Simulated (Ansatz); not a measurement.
`O[SiH](Cl)Br`. Total charge 0; spin multiplicity 1. Correlated methods include outer-core shells of Br, which these sets cover unevenly. Scalar relativity is left out up to krypton.

| atom | x (Å) | y (Å) | z (Å) |
| --- | --- | --- | --- |
| O1 | -1.0439 | 0.4044 | 0.7598 |
| Si2 | 0.0064 | -0.1694 | -0.3345 |
| Cl3 | 1.0122 | -1.7952 | 0.3819 |
| Br4 | 1.5049 | 1.3612 | -0.8762 |
| H5 | -0.7124 | 0.7503 | 1.5910 |
| H6 | -0.7672 | -0.5513 | -1.5219 |

Problem. Give the diagnostics of a CCSD(T)/def2-TZVPP run (frozen core, Ansatz). (An estimate is asked.)

Solution. Computed: T1 = 0.0088, largest single amplitude 0.017, largest double 0.020, (T) share of the correlation energy 3.6 %, 8 CCSD cycles. The RHF solution is stable towards an unrestricted one. T1 lies under the customary mark of 0.02 for closed shells.
